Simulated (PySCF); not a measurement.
A calculated (wB97X-V, PySCF 2.14, aug-cc-pwCVTZ-X2C, scalar relativity by spin-free X2C-1e) atom or ion has these occupied shells.

```json
{"shell": "1s β", "electrons": "1", "orbital energy (eV)": "-15966.8", "rms radius, mean of both spins (bohr)": "0.0450"}
{"shell": "1s α", "electrons": "1", "orbital energy (eV)": "-15966.8", "rms radius, mean of both spins (bohr)": "0.0450"}
{"shell": "2s α", "electrons": "1", "orbital energy (eV)": "-2176.6", "rms radius, mean of both spins (bohr)": "0.187"}
{"shell": "2s β", "electrons": "1", "orbital energy (eV)": "-2176.5", "rms radius, mean of both spins (bohr)": "0.187"}
{"shell": "2p α", "electrons": "3", "orbital energy (eV)": "-1933.4", "rms radius, mean of both spins (bohr)": "0.166"}
{"shell": "2p β", "electrons": "3", "orbital energy (eV)": "-1933.3", "rms radius, mean of both spins (bohr)": "0.166"}
{"shell": "3s α", "electrons": "1", "orbital energy (eV)": "-343.28", "rms radius, mean of both spins (bohr)": "0.526"}
{"shell": "3s β", "electrons": "1", "orbital energy (eV)": "-343.26", "rms radius, mean of both spins (bohr)": "0.526"}
{"shell": "3p α", "electrons": "3", "orbital energy (eV)": "-264.32", "rms radius, mean of both spins (bohr)": "0.538"}
{"shell": "3p β", "electrons": "3", "orbital energy (eV)": "-264.30", "rms radius, mean of both spins (bohr)": "0.538"}
{"shell": "3d α", "electrons": "5", "orbital energy (eV)": "-133.98", "rms radius, mean of both spins (bohr)": "0.549"}
{"shell": "3d β", "electrons": "5", "orbital energy (eV)": "-133.94", "rms radius, mean of both spins (bohr)": "0.549"}
{"shell": "4s α", "electrons": "1", "orbital energy (eV)": "-44.776", "rms radius, mean of both spins (bohr)": "1.46"}
{"shell": "4s β", "electrons": "1", "orbital energy (eV)": "-44.446", "rms radius, mean of both spins (bohr)": "1.46"}
{"shell": "4p α", "electrons": "3", "orbital energy (eV)": "-25.628", "rms radius, mean of both spins (bohr)": "1.70"}
{"shell": "4p β", "electrons": "3", "orbital energy (eV)": "-25.073", "rms radius, mean of both spins (bohr)": "1.70"}
{"shell": "4d α", "electrons": "2", "orbital energy (eV)": "-2.926", "rms radius, mean of both spins (bohr)": "4.59"}
```

Task: Name the element and its charge.

Result: Sr (strontium, neutral), in [Kr] 4d2, high-spin 3F determinant (an excited configuration).
